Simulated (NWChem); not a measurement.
Species: formamidinium (CH$_{5}$N$_{2}$ cation); SMILES C(=[NH2+])N

```xyz
8

N     -1.1744     0.0000     0.1752
C      0.0000     0.0000    -0.4247
N      1.1744     0.0000     0.1752
H     -1.2857     0.0000     1.1951
H     -2.0327     0.0000    -0.3834
H      0.0000     0.0000    -1.5283
H      1.2857     0.0000     1.1951
H      2.0327     0.0000    -0.3834
```
Atoms are numbered in this order, from 1.

Results from NWChem. The geometry was optimised at PBE-D3(BJ)/def2-SVP. Level PBE/def2-SVP: energy and gradient; each run changes one setting, and changes count from the defaults (medium grid, exact Coulomb integrals, symmetry on).

| setting | size of the energy change (μHa) | largest change of a gradient component (μHa/bohr) |
|---|---|---|
| defaults | < 10 | < 30 |
| extra-fine grid | < 10 | < 30 |
| Coulomb fitting, Weigend set | 300 | 90 |
| coarse grid | 30 | 50 |
| Coulomb fitting, Ahlrichs set | 400 | 80 |
